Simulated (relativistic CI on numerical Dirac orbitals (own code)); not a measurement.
Ni¹⁸⁺: sensitivity of the levels to the model

Base calculation: Dirac-Coulomb-Breit CI, orbitals from a KLI potential per configuration, a model potential for QED, unscaled Slater integrals.

Configuration list (outside the closed core 1s2): 2s2 2p6, 2s2 2p5 3s, 2s2 2p5 3p, 2s2 2p5 3d, 2s 2p6 3s, 2s 2p6 3p, 2s 2p6 3d, 2s2 2p5 4s, 2s2 2p5 4p, 2s2 2p5 4d, 2s2 2p5 4f, 2s 2p6 4s, 2s2 2p5 5s, 2s2 2p4 3s2, 2s2 2p5 5p, 2s 2p6 4p, 2s2 2p5 5d, 2s2 2p5 5f, 2s2 2p5 5g, 2s2 2p4 3s 3p, 2s 2p6 4d, 2s 2p6 4f, 2s2 2p4 3p2, 2s2 2p4 3s 3d, 2s2 2p4 3p 3d, 2s 2p5 3s2, 2s 2p5 3s 3p, 2s 2p6 5s, 2s2 2p4 3d2, 2s 2p6 5p, 2s 2p6 5d, 2s 2p6 5f, 2s 2p6 5g, 2s 2p5 3p2, 2s 2p5 3s 3d, 2s 2p5 3p 3d. Levels of other configurations are missing.

The lowest level and the first level of each name with at least 55 % of one term (blank where a level has no safe partner in the second run):

```csv
Level,Base (eV),Shift (eV)
2s2 2p6 1S_0,0.000,0.000
2s2 2p5 3s 3P°_2,879.867,+0.116
2s2 2p5 3s 1P°_1,882.062,-0.090
2s2 2p5 3s 3P°_0,897.596,+0.125
2s2 2p5 3s 3P°_1,898.897,-0.027
2s2 2p5 3p 3S_1,914.212,+0.642
2s2 2p5 3p 3D_2,917.788,+0.052
2s2 2p5 3p 3D_3,920.473,+0.177
2s2 2p5 3p 3P_2,923.801,-0.162
2s2 2p5 3p 3P_0,931.091,-0.409
2s2 2p5 3p 3D_1,934.823,+0.094
2s2 2p5 3p 3P_1,939.260,+0.027
2s2 2p5 3p 1S_0,954.279,-2.414
2s2 2p5 3d 3P°_0,966.202,+0.470
2s2 2p5 3d 3P°_1,967.419,+0.385
2s2 2p5 3d 3F°_4,969.645,+0.147
2s2 2p5 3d 3P°_2,969.701,+0.213
2s2 2p5 3d 3F°_3,970.425,+0.006
2s2 2p5 3d 3D°_3,973.844,-0.273
2s2 2p5 3d 3D°_1,979.903,-0.659
2s2 2p5 3d 3F°_2,988.026,-0.009
2s2 2p5 3d 1P°_1,997.939,-1.293
```

At this charge energies of transitions that change n are usually good to better than 1 %, and those within a shell (Δn = 0) to a few per cent.

One thing was changed in a second run, which moved the levels as shown. Which?
A. Breit term removed
B. one mean potential for all configurations
C. valence Slater integrals scaled by 0.9
D. QED terms removed
E. configuration mixing switched off

C. Valence Slater integrals scaled by 0.9. Scaling acts on the splittings between terms and on the mixing, and leaves the fine structure of pure LS terms nearly alone; in jj coupling it moves the levels of one term differently.

LS names give the leading component of a level, which can be under half, so a name can repeat, a term be missing and a line seem to break the LS rules.
